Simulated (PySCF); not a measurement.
Isomers of C5H7ClSSi. Method used: TDDFT PBE0/def2-SVPD, vertical, gas phase, core orbitals frozen in the response in PySCF 2.14.0, density-fitted response routines. Geometries: GFN2-xTB; one conformer of each isolated species. Triplets are in the Tamm–Dancoff approximation. 'Strongest' means the level of largest summed f among the lowest 8 singlets; it needn't be the same kind of state in each.

Question: Rank by computed HOMO energy, highest first.
A. `ClC[SiH2]c1cccs1`
B. `C[SiH2]c1ccc(Cl)s1`
C. `C[SiH2]C1=CC(Cl)=CS1`
D. `Cl[SiH2]SC1=CC=CC1`
E. `ClC1=CC=CC[SiH2]S1`

Answer: D (-5.99 eV), E (-6.45 eV), B (-6.84 eV), C (-6.98 eV), A (-7.18 eV).

```
            SMILES  HOMO (eV)  gap (eV)  strongest (eV)  α (au)  LUMO (eV)  S1 mainly
Cl[SiH2]SC1=CC=CC1      -5.99      5.08            4.34   117.1      -0.90  H→L (97%)
ClC1=CC=CC[SiH2]S1      -6.45      5.26            4.37   118.4      -1.19  H→L (91%)
C[SiH2]c1ccc(Cl)s1      -6.84      5.80            5.14   117.9      -1.04  H→L (96%)
C[SiH2]c1cc(Cl)cs1      -6.98      5.95            5.70   116.9      -1.03  H→L (91%)
  ClC[SiH2]c1cccs1      -7.18      6.19            5.52   115.6      -0.99  H→L (88%)
```

H and L stand for HOMO and LUMO.

- `Cl[SiH2]SC1=CC=CC1`: Löwdin shares by element: HOMO carbon 52% or more, sulfur 25% (atoms not listed hold the other 22%); LUMO carbon 63% or more (atoms not listed hold the other 37%).
- `ClC1=CC=CC[SiH2]S1`: Löwdin shares by element: HOMO carbon 45% or more, sulfur 22% (atoms not listed hold the other 33%); LUMO carbon 65% or more (atoms not listed hold the other 35%).
- `C[SiH2]c1ccc(Cl)s1`: Löwdin shares by element: HOMO carbon 58% or more, chlorine 18% (atoms not listed hold the other 24%); LUMO carbon 53% or more, sulfur 21% (atoms not listed hold the other 27%).
- `C[SiH2]c1cc(Cl)cs1`: Löwdin shares by element: HOMO carbon 57% or more, chlorine 19% (atoms not listed hold the other 25%); LUMO carbon 54% or more, sulfur 20% (atoms not listed hold the other 26%).
- `ClC[SiH2]c1cccs1`: Löwdin shares by element: HOMO carbon 81% or more (atoms not listed hold the other 19%); LUMO carbon 54% or more, sulfur 20% (atoms not listed hold the other 25%).
